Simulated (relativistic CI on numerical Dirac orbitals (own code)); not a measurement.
# Hyperfine structure of Bi3+, mass number 209

Computed by Dirac-Coulomb-Breit CI, separate exchange-only KLI orbitals for each configuration, a model potential for QED, valence Slater integrals scaled by 0.85, P86 correlation energy added to each configuration (own radial code, finite nucleus).

CI space (outside the closed core [Xe] 4f14): 5d¹⁰6s², 5d¹⁰6s6p, 5d¹⁰6p², 5d¹⁰6s6d, 5d¹⁰6s6f, 5d¹⁰6d², 5d¹⁰6s7s, 5d¹⁰5f², 5d¹⁰6s7p, 5d¹⁰6p6d, 5d¹⁰6s5f, 5d⁹6s²5f, 5d⁹6s²6p, 5d¹⁰5f6p. Double excitations out of closed p, d and f shells are left out; levels of such configurations are missing from the list, as are those of other unlisted configurations, and high levels can miss mixing partners. These lack a partner that the ground configuration has and come out too high: 5d⁹6s²5f, 5d⁹6s²6p.

Nuclear spin I = 9/2, μ = 4.092 μN, Q = -0.516 b (tables of Stone and Pyykkö). The electronic factors are computed for point nuclear moments, without core polarisation; leaving it out makes A of s and p electrons in near-neutral atoms 20 to 40 % too small, and it can dominate for d and f shells.

```tsv
Level	E (cm⁻¹)	A (MHz)	B (MHz)
5d¹⁰6s6p ³P°1	70989.8	37220	939
5d¹⁰6s6p ³P°2	90526.5	18970	-1660
5d¹⁰6s6p ¹P°1	111411.4	-9595	-1570
5d¹⁰6p² ³P1	181952.2	-1869	-819
5d¹⁰6s7s ³S1	192017.2	42620	7.07
5d¹⁰6s6d ³D1	192278.5	-15280	-88.9
5d¹⁰6s6d ³D2	192821.5	11160	-22.2
5d¹⁰6s6d ³D3	194509.8	12570	-163
```

Levels with J = 0, under 50 % of one LS term, or S terms without an open s electron are left out. Small factors come from cancelling terms and can be off by tens of per cent or more.

For a near-neutral ion this model can misplace configurations by up to about 10,000 cm⁻¹ (more where the count of f electrons changes) and terms by 10 to 25 % of their spread. Rates follow the energies as ν³ (E1, M1) or ν⁵ (E2), so they and the lifetimes can be off by large factors. The fine structure of a lone outer electron comes out too small, for d and f at times inverted, and misplaced configurations move strength between like terms. 13 of the 21 excited levels that our extract of the measured tables holds in this range could be paired (the sources list more); they are missed by 4449 cm⁻¹ on average and 5897 at most, and levels without a partner can miss by more.

Give the hyperfine levels of 5d¹⁰6s6p ³P°1 relative to its centre of gravity.

With K = F(F + 1) − I(I + 1) − J(J + 1), E = AK/2 + B[¾K(K + 1) − I(I + 1)J(J + 1)]/[2I(2I − 1)J(2J − 1)]: F = 7/2: -204300, F = 9/2: -37850, F = 11/2: 167700 MHz.

LS names give the leading component of a level, which can be under half, so a name can repeat, a term be missing and a line seem to break the LS rules.
